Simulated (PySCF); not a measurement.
**Vibration and rotation of PrCl**

UHF-MP2 constants of PrCl, quintet, about 2.9 electrons in the 4f shell (Mulliken), real f orbitals that mix terms (Pr x2c-TZVPall, Cl x2c-TZVPall; spin-free X2C with a Gaussian nucleus (PySCF 2.14); masses 140.9076 and 34.9689 u):

* ωe: 307.0 cm⁻¹
* ωexe: 0.962 cm⁻¹
* Be: 0.090807 cm⁻¹
* αe: 0.000364 cm⁻¹
* D (centrifugal): 3.18e-08 cm⁻¹

(1) Give the vibrational terms G(v) and spacings up to v = 3.

Correlated steps freeze 23 core orbitals. Spin–orbit coupling is left out, which matters for elements this heavy, above all for dissociation energies. The state is the lowest single determinant that the PBE0 search found; with open d or f shells the true ground state can be another one.

Results:

(1) G(v) = ωe(v+½) − ωexe(v+½)².

```json
{"v": "0", "G(v) (cm⁻¹)": "153", "G(v) − G(v−1)": "", "Bv (cm⁻¹)": "0.09062"}
{"v": "1", "G(v) (cm⁻¹)": "458", "G(v) − G(v−1)": "305", "Bv (cm⁻¹)": "0.09026"}
{"v": "2", "G(v) (cm⁻¹)": "761", "G(v) − G(v−1)": "303", "Bv (cm⁻¹)": "0.08990"}
{"v": "3", "G(v) (cm⁻¹)": "1063", "G(v) − G(v−1)": "301", "Bv (cm⁻¹)": "0.08953"}
```
